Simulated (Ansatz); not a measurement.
Reaction (atomization): `C[SiH](C)[SiH3]` → 2 C• + 10 H• + 2 Si•

Gas-phase electronic energies from Ansatz, PBE0-D4/def2-TZVP geometries. CCSD(T)/CBS is the MP2 limit (def2-TZVPP, def2-QZVPP) plus CCSD(T) − MP2 in def2-TZVPP, frozen cores. This one scheme is used for every species, atoms too. For atomizations the MP2-based limit and the directly extrapolated one differ by several kJ/mol either way, and by 10 to 25 for some Ge, Se and Sn compounds, so smaller differences from it don't rank the levels. DFT in def2-TZVPP. HSE06 is defined as in plane-wave codes. Open shells (•) are unrestricted, without spin–orbit coupling. Spin–orbit coupling would lower the free atoms: a little for C, Si.

CCSD(T)/CBS gives +4787.8 kJ/mol.

Task: Another level gave +4807.2 kJ/mol. Which?
A. MP2/def2-TZVPP
B. BLYP-D4/def2-TZVPP
C. B97M-V/def2-TZVPP
D. HSE06/def2-TZVPP

Result: C. B97M-V 4807.2, HSE06 4748.2, BLYP-D4 4736.5, MP2/def2-TZVPP 4666.6 kJ/mol.

Largest T1 diagnostic among the species: 0.012.

Leaving LDA and LC-ωPBE aside and taking each functional with its dispersion term where it has one, the values, not all of them listed here, spread over 93.7 kJ/mol, from revPBE-D4 to ωB97X-V. LDA lies +539.9 kJ/mol from PBE without D4, its usual overbinding. The D4 term adds +45.2 kJ/mol with B3LYP and +24.1 kJ/mol with PBE0; it sums over pairs of atoms, weighted by their polarisabilities, and B3LYP, whose exchange is more repulsive, gets the larger term. At CCSD(T), def2-SVP lies −252.1 kJ/mol from the extrapolated value and def2-TZVPP −103.9 kJ/mol: correlation converges slowly with the basis, and small sets miss more of it in the bonded molecule than in its fragments.

B3LYP here is the variant with VWN-RPA as its local correlation; programs differ in this.
